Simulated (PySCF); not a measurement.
Several molecules and their computed UV-vis stick spectra, shuffled. Computed, not measured: TDDFT CAM-B3LYP/def2-SVPD, vertical, gas phase, core orbitals frozen in the response in PySCF. Geometries: PBE0-D3(BJ)/def2-SVP; one conformer of each isolated species. Triplets are in the Tamm–Dancoff approximation. Atoms past krypton carry core potentials; spin–orbit coupling is left out.

A. `[SiH3][S][GeH2][SH]`
B. `NB(N)CO`
C. `[H][Sn]([CH3])([CH3])[F]`
D. `CC(=O)O[C@H](C)CCl`

Lowest singlet levels (six at most, fewer where fewer were computed) with oscillator strengths:

1. 224 nm (f 0.020); 217 nm (f 0.009); 205 nm (f 0.015); 202 nm (f 0.031); 189 nm (f 0.007); 185 nm (f 0.020); T1 5.06 eV
2. 203 nm (f 0.000); 190 nm (f 0.006); 175 nm (f 0.053); 167 nm (f 0.031); 164 nm (f 0.012); 156 nm (f 0.039); T1 5.91 eV
3. 209 nm (f 0.001); 168 nm (f 0.003); 165 nm (f 0.007); 158 nm (f 0.015); 153 nm (f 0.131); 151 nm (f 0.002)
4. 175 nm (f 0.000); 170 nm (f 0.004); 163 nm (f 0.243); 154 nm (f 0.101); 151 nm (f 0.070 summed over 2 states); 148 nm (f 0.231); T1 6.66 eV

Question: Which spectrum belongs to which structure?

Answer: 1 = A, 2 = B, 3 = D, 4 = C.
- A: S1 at 5.53 eV, HOMO→LUMO (82%); Löwdin shares by element: HOMO sulfur 79%, silicon 7%, germanium 6%; LUMO sulfur 53%, germanium 23%, hydrogen 9% or more; HOMO -8.67 and LUMO 0.17 eV.
- B: S1 at 6.12 eV, HOMO→LUMO (92%); Löwdin shares by element: HOMO nitrogen 77%, boron 9%; LUMO boron 55%, hydrogen 20% or more (atoms not listed hold the other 24%); HOMO -8.52 and LUMO 0.71 eV.
- C: S1 at 7.07 eV, HOMO→LUMO+1 (82%), HOMO→LUMO (13%); Löwdin shares by element: HOMO carbon 52%, tin 20%, fluorine 9% (atoms not listed hold the other 20%); LUMO tin 37%, carbon 26%, hydrogen 7% or more (atoms not listed hold the other 30%); HOMO -9.71 and LUMO 0.78 eV.
- D: S1 at 5.94 eV, HOMO→LUMO+1 (57%), HOMO→LUMO+2 (10%), HOMO-2→LUMO+1 (9%); Löwdin shares by element: HOMO oxygen 58%, chlorine 17%, carbon 6% or more (atoms not listed hold the other 19%); LUMO carbon 32% or more, chlorine 10% (atoms not listed hold the other 58%); HOMO -9.63 and LUMO 1.08 eV.
